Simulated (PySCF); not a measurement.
## Correlation energy of Cd (cadmium, neutral)

[Kr] 4d9 5s2 5p1, one real determinant (an excited configuration). Computed with PySCF 2.14 in ANO-RCC-VTZP (7s6p4d2f1g, 68 functions), with the spin-free X2C one-electron Hamiltonian (Gaussian nucleus). Frozen: [Kr]; 12 electrons correlated.

```
  level  correlation energy (mhartree)
   CCSD                        -316.10
    (T)                         -11.09
CCSD(T)                        -327.19
```

Diagnostics: T1 = 0.016, D1 = 0.0498, largest double amplitude 0.070.

The real determinant used has ⟨L²⟩ near 8 against 12 for a pure F term, so it mixes terms.

Cost of the coupled-cluster step: about 16 core-seconds, for 12 correlated electrons.

The basis was made for the ground configuration and has no added diffuse functions, which can raise the energy of the promoted electron.

The reference is one real determinant that mixes LS terms of this configuration.
